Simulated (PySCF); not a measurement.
Species: Sn(vinyl)3I, C6H9ISn.
SMILES: `C=[CH][Sn]([I])([CH]=C)[CH]=C`

Level of theory: TDDFT B3LYP/def2-SVPD, vertical, gas phase, core orbitals frozen in the response, def2 core potentials past Kr in PySCF 2.14.0, density-fitted response routines. The structure is a single PBE0-D3(BJ)/def2-SVP conformer in the gas phase; no vibrational or solvent corrections. Spin–orbit coupling is left out.

| state | λ (nm) | E (eV) | f | main configurations (H = HOMO, L = LUMO) |
| --- | --- | --- | --- | --- |
| S1 | 249.5 | 4.97 | 0.017 | H-1/H→L (98%) |
| S2 | 248.9 | 4.98 | 0.020 | H-1/H→L (97%) |
| S3 | 229.5 | 5.40 | 0.0001 | H-1/H→L+1/L+2 (≥77%) |
| S4 | 227.0 | 5.46 | 0.0043 | H-1/H→L+1/L+2 (≥94%) |
| S5 | 226.8 | 5.47 | 0.0057 | H-1/H→L+1/L+2 (≥94%) |
| S6 | 225.8 | 5.49 | 0.0020 | H-1/H→L+1/L+2 (≥94%) |
| S7 | 220.2 | 5.63 | 0.016 | H-2→L (39%), H-3→L (21%), H-2→L+1/L+2 (≥10%) |
| S8 | 219.5 | 5.65 | 0.022 | H-2→L (51%), H-3→L (36%) |
| S9 | 218.5 | 5.67 | 0.020 | H-3→L (38%), H-3→L+1/L+2 (≥17%), H-2→L+1/L+2 (≥14%) |

Triplets, Tamm–Dancoff:

| state | E (eV) | λ (nm) | main configurations (H = HOMO, L = LUMO) |
| --- | --- | --- | --- |
| T1 | 4.31 | 287.6 | H-3→L+1/L+2 (≥25%), H-4→L+3 (20%), H-2→L+1/L+2 (≥18%) |
| T2 | 4.31 | 287.4 | H-4→L+1/L+2 (≥27%), H-3→L+1/L+2 (≥19%), H-3→L+3 (12%) |
| T3 | 4.32 | 287.1 | H-4→L+1/L+2 (≥33%), H-2→L+1/L+2 (≥18%), H-2→L+3 (13%) |
| T4 | 4.59 | 270.2 | H-1/H→L (≥96%) |

The lowest singlet comes at 250 nm (479 kJ/mol) in the ultraviolet; it is weak; its leading configuration is HOMO-1/HOMO→LUMO (98%). The most intense listed level is S8 at 5.65 eV (220 nm, f = 0.022), 0.68 eV above S1. S4/S5 lie within about 0.01 eV of each other. Löwdin shares by element: HOMO (one of a set within 0.03 eV) iodine 86%, tin 6%; LUMO iodine 41%, tin 26%, carbon 17% or more (atoms not listed hold the other 16%). Weighted by f, the mean energy of these states is 5.40 eV. Orbital energies (eV): HOMO-3 -7.63, HOMO-2 -7.62, HOMO-1 -7.12, HOMO -7.11, LUMO -1.14, LUMO+1 -0.92, LUMO+2 -0.92. Of the 9 states listed, 5 reach f = 0.01 and 1 stays under 0.0005. Orbitals of the list HOMO-3 to LUMO+2 that lie within 0.01 eV of each other are written together with a slash and their weights summed (≥ marks a lower bound); for degenerate orbitals outside that list single weights are arbitrary. The window holds the lowest 10 singlets. The highest level found (5.82 eV, f 0.0015 so far) is left out, since the window may have cut off a degenerate partner.

On one thread, AMD EPYC (x86_64), shared host, this took 3.6 min of wall time (with the writing of density and orbital grids) and 1.2 GiB of memory at its peak.
